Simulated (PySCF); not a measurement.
AlBr: from constants to spectrum

PBE0 constants of AlBr, ¹Σ⁺ (singlet), closed shell (basis Al cc-pV(T+d)Z, Br cc-pVTZ-PP with ECP10; scalar-relativistic core potentials; PySCF 2.14; masses 26.9815 and 78.9183 u):

| Quantity | Value |
| --- | --- |
| ωe | 371.6 cm⁻¹ |
| ωexe | 1.25 cm⁻¹ |
| Be | 0.15643 cm⁻¹ |
| αe | 0.000817 cm⁻¹ |
| D (centrifugal) | 1.11e-07 cm⁻¹ |
| De to Al + Br | 4.57 eV |

(1) Give the vibrational terms G(v) and spacings up to v = 6.

(2) How well does the Morse estimate ωe²/(4ωexe) reproduce De, and what is D0?

Results:

(1) G(v) = ωe(v+½) − ωexe(v+½)².

| v | G(v) (cm⁻¹) | G(v) − G(v−1) | Bv (cm⁻¹) |
| --- | --- | --- | --- |
| 0 | 185.5 |  | 0.1560 |
| 1 | 554.6 | 369.1 | 0.1552 |
| 2 | 921.2 | 366.6 | 0.1544 |
| 3 | 1285.3 | 364.1 | 0.1536 |
| 4 | 1646.9 | 361.6 | 0.1528 |
| 5 | 2006.0 | 359.1 | 0.1519 |
| 6 | 2362.6 | 356.6 | 0.1511 |

(2) It gives 3.42 eV, 75 % of the computed De. D0 = De − G(0) = 4.57 − 0.02 = 4.55 eV.
